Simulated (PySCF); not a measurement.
Cartesian coordinates in Å; atom numbers follow the order of the lines, from 1:
```xyz
12

F    -2.0955   -1.2849   -0.2697
C    -1.5166   -0.0754   -0.1603
F    -1.6170    0.3257    1.1307
C    -0.0647   -0.1390   -0.5435
F     0.0472   -0.4150   -1.8773
C     0.8446    0.9733   -0.0413
Si    1.2713   -0.7085    0.6567
H    -2.0764    0.6350   -0.7970
H     1.5094    1.3758   -0.8141
H     0.3861    1.7423    0.5901
H     0.9209   -1.0459    2.0550
H     2.4333   -1.4094    0.0643
```

Geometry: PBE0-D3(BJ)/def2-SVP; GIAO shifts from PySCF, gas phase, non-relativistic, averaged over equivalent atoms.

At PBE0/pcSseg-1 (151 basis functions, 9.4 s wall time on 1 thread of an Intel Xeon 6975P-C, shared host):
```json
{"atoms": "F1", "δ (ppm)": "-129.8"}
{"atoms": "F3", "δ (ppm)": "-146.4"}
{"atoms": "F5", "δ (ppm)": "-229.5"}
{"atoms": "C2", "δ (ppm)": "118.5"}
{"atoms": "C4", "δ (ppm)": "82.9"}
{"atoms": "C6", "δ (ppm)": "4.1"}
{"atoms": "Si7", "δ (ppm)": "-126.9"}
{"atoms": "H8", "δ (ppm)": "6.24"}
{"atoms": "H12", "δ (ppm)": "3.25"}
{"atoms": "H11", "δ (ppm)": "3.24"}
{"atoms": "H10", "δ (ppm)": "1.23"}
{"atoms": "H9", "δ (ppm)": "1.02"}
```

Chemical shifts δ = σref − σ; 19F (σref 177.25) vs CFCl3; 13C (σref 184.41) and 29Si (σref 351.99) and 1H (σref 31.27) against TMS, all at this level.

Predict the values at PBE0/aug-cc-pVDZ on the same geometry.

Answers


| atoms | δ at PBE0/aug-cc-pVDZ | change |
| --- | --- | --- |
| F1 | -123.1 | +6.7 |
| F3 | -137.9 | +8.5 |
| F5 | -216.0 | +13.5 |
| C2 | 112.8 | -5.7 |
| C4 | 81.3 | -1.6 |
| C6 | 3.8 | -0.3 |
| Si7 | -117.3 | +9.6 |
| H8 | 6.21 | -0.03 |
| H12 | 3.32 | +0.07 |
| H11 | 3.41 | +0.17 |
| H10 | 1.27 | +0.04 |
| H9 | 0.95 | -0.07 |

Chemical shifts δ = σref − σ; CFCl3 for 19F (194.15 ppm); 13C (195.12 ppm), 29Si (416.72 ppm), 1H (31.39 ppm) vs TMS, all at this level.

The largest change is at F5 (fluorine on an sp3 carbon). Cost: 210 basis functions, 20 s wall time on 1 thread of an Intel Xeon 6975P-C, shared host. The order of the carbon signals is the same at both levels.

Unscaled 19F shifts against computed CFCl3 carry errors that often reach 10 to 50 ppm.
